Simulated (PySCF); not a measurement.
**Shapes and spin states of [CrO2]-**

Method: PySCF, PBE0, basis Cr def2-SVPD, O def2-SVPD (no relativity, density fitting).

Relaxations began from a few typed shapes and spin states; open shells are unrestricted. The search is not exhaustive: other isomers or separated fragments can lie lower, and high-lying points may rest on an excited occupation.

**Question.** Which is the lowest minimum found?
A. quartet C2v: Cr–O 1.636 Å (×2); O–Cr–O 139.1°
B. broken-symmetry Ms = 1/2 (⟨S²⟩ 2.73) Cs: Cr–O 1.840 Å, O–O 1.306 Å; Cr–O–O 110.2°
C. broken-symmetry Ms = 1/2 (⟨S²⟩ 1.77) C2v: Cr–O 1.614 Å (×2); O–Cr–O 133.4°
D. quartet D∞h: Cr–O 1.669 Å (×2); O–Cr–O 180.0°
E. broken-symmetry Ms = 3/2 (⟨S²⟩ 4.72) C2v: Cr–O 1.862 Å (×2), O–O 1.431 Å; Cr–O–O 67.4° (×2), O–Cr–O 45.2°
F. broken-symmetry Ms = 1/2 (⟨S²⟩ 1.80) D∞h: Cr–O 1.650 Å (×2); O–Cr–O 180.0°
G. broken-symmetry Ms = 1/2 (⟨S²⟩ 2.64) C2v: Cr–O 1.840 Å (×2), O–O 1.436 Å; Cr–O–O 67.0° (×2), O–Cr–O 45.9°
H. broken-symmetry Ms = 1/2 (⟨S²⟩ 1.77) C2v: Cr–O 1.613 Å (×2); O–Cr–O 133.1°

**Answer.** A. The others lie at 20.5 (quartet D∞h, a saddle point), 80.5 (broken-symmetry Ms = 1/2 C2v), 80.8 (broken-symmetry Ms = 1/2 C2v), 115.1 (broken-symmetry Ms = 1/2 D∞h, a saddle point), 340.8 (broken-symmetry Ms = 3/2 C2v), 466.6 (broken-symmetry Ms = 1/2 C2v), 549.0 (broken-symmetry Ms = 1/2 Cs) kJ/mol above it.

Formally Cr is in oxidation state +3, d3, with 3 unpaired electrons (the high-spin count). The Mulliken spin on Cr is 3.50. The polar-tensor charge on Cr, 0.98, is far below the formal one.

For the lowest minimum: other spin states or occupations of the open shell can lie lower. The lowest empty level of this anion is unbound, so it and the gap depend on the basis.

The electron or spin density has lower symmetry than the nuclear frame for the broken-symmetry Ms = 1/2 (⟨S²⟩ 2.64) C2v at 466.6 kJ/mol.
